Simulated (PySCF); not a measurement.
Species: C8H8N (doublet state).
Numbering: `[CH2:1][C:2]#[C:3][C:4](=[CH2:5])/[N:6]=[CH:7]\[CH:8]=[CH2:9]` (hydrogens: H10, H11 on C1; H12, H13 on C5; H14 on C7; H15 on C8; H16, H17 on C9)

Structure used (GFN2-xTB), in Å, numbered top down from 1:
```
atom  x, y, z in Å
C1    -3.3440    1.0043   -1.3372
C2    -2.3565    0.2475   -0.8513
C3    -1.4633   -0.4512   -0.3662
C4    -0.4238   -1.2452    0.1050
C5    -0.5349   -1.9653    1.2496
N6     0.6904   -1.3694   -0.7182
C7     1.6203   -0.5247   -0.8299
C8     1.7637    0.7262   -0.1023
C9     2.8103    1.5293   -0.2583
H10   -4.3063    1.0394   -0.8571
H11   -3.1987    1.5926   -2.2263
H12   -1.4369   -1.9334    1.8318
H13    0.2774   -2.5767    1.5981
H14    2.4076   -0.7712   -1.5377
H15    0.9675    0.9718    0.5893
H16    3.6068    1.2886   -0.9445
H17    2.9135    2.4497    0.2914
```

The hyperfine couplings belong to this conformer and change with its torsions.

The calculation used UKS B3LYP, pcH-1 on C H N, non-relativistic, mean-field spin-orbit, GIAO (PySCF). The structure is a single GFN2-xTB conformer in the gas phase; no vibrational or solvent corrections. GFN2-xTB frequencies show an imaginary mode (24i cm⁻¹), so this geometry is no minimum at that level. Couplings are sensitive to structure, and on GFN2-xTB geometries they can be far from those on DFT ones. The frame is twisted about the C4–N6 bond at this geometry (dihedral C3–C4–N6–C7 = 80°); couplings at other torsion angles weren't computed. The SCF solution wasn't tested for stability. ⟨S²⟩ is 0.792 where a pure state has 0.75.

What is the g tensor, term by term?

```csv
Δg (ppm),1,2,3
relativistic mass correction,-136,-136,-136
gauge correction,-3,36,32
orbital Zeeman/spin–orbit,9,734,914
total,-130,634,809
```

So g = 2.00219, 2.00295, 2.00313 and g_iso = 2.00276; the tensor is rhombic: the two nearest values differ by 19 % of g3 − g1. Axes: g2 points within 8° of the C1–H11 bond.

Average each term over the three axes. Which is largest in size?

The orbital-Zeeman/spin–orbit term 552, the mass correction -136 and the gauge correction 22 ppm, for a total of 438 ppm. The orbital-Zeeman/spin–orbit term is the largest in size. The mass correction is the same along every axis, so the anisotropy comes from the other two: their spans along these axes are 39 (gauge) and 904 ppm (orbital Zeeman/spin–orbit).

At 9.544 GHz, how far is the centre of the isotropic spectrum from where a free electron (g = 2.002319) resonates?

B = hν/(g μB) with μB/h = 13.99624 MHz/mT gives 340.55 mT for the free electron and 340.48 mT at g_iso, 0.07 mT lower.

What effective moment and Curie constant follow for a powder?

With the mean of g² = 4.0110 and S(S+1) = 0.75: μ_eff = √(⟨g²⟩S(S+1)) = 1.734 μB and χT = 0.12505·⟨g²⟩·S(S+1) = 0.376 cm³ K/mol (cgs; spin-Hamiltonian part alone).

In a frozen sample, at which fields do the three g values resonate at 9.5, 34, 94 and 263 GHz (hyperfine left aside), and which band first spreads them over more than twice a line width of 0.3 mT?

| band | GHz | B(g3) mT | B(g2) mT | B(g1) mT | spread mT |
| --- | --- | --- | --- | --- | --- |
| X | 9.5 | 338.85 | 338.88 | 339.01 | 0.16 |
| Q | 34.0 | 1212.71 | 1212.82 | 1213.28 | 0.57 |
| W | 94.0 | 3352.80 | 3353.09 | 3354.37 | 1.57 |
| J | 263.0 | 9380.71 | 9381.52 | 9385.10 | 4.40 |

The spread grows in proportion to the frequency. W band is the first where it exceeds 0.6 mT.

The Mulliken spin populations are largest on C1 (+0.64), C3 (+0.46), C5 (+0.44) and C2 (-0.24). Three atoms exceed +0.15. The angles at C1 add up to 360.0°, so it is planar.

The HOMO–LUMO gaps are 3.61 eV among the α and 3.48 eV among the β orbitals.
